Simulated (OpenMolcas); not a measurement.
Re5+ among 6 point charges of -1.5 e arranged as a tetragonal octahedron (D4h). The axial distance is 1.17 times the equatorial one, R.

* Program: OpenMolcas 26.06
* Method: SS-CASPT2, IPEA 0.25 Eh, imaginary shift 0.1 Eh (closed shells correlated: 5s 5p)
* Basis: ANO-RCC-VDZP [7s6p4d2f1g]
* Scalar Hamiltonian: DKH2, point nucleus
* Active space: 2 electrons in 5 orbitals (5d)
* State averaging: 2S+1 = 3 even, 10 roots; 2S+1 = 1 even, 15 roots
* Spin-orbit coupling: RASSI with atomic mean-field integrals over the reference wave functions

All point charges move together. At R = 1.94 Å the first state of the same spin is 2590 cm-1, and at R = 2.11 Å it is 1720 cm-1.

A third run gives 3620 cm-1. What distance was it run at?

With a power law R^-n the two known points give n = -ln(1720 / 2590) / ln(2.11 / 1.94) = 4.87. Then R = 1.94 × (2590 / 3620)^(1/4.87) = 1.811 Å. The run was at 1.78 Å, so the estimate is off by +0.031 Å.

Free-ion shares, where given, are those of the reference states; single-state CASPT2 does not remix them. Spin-orbit coupling mixes the spin-free states strongly: the lowest level takes only 58 % from its leading state, 3A2 (figures for R = 1.78; the like holds for R = 1.94, R = 2.11). Point charges carry no covalency, so the field is a model and not that of real ligands. No measured value stands beside these numbers.
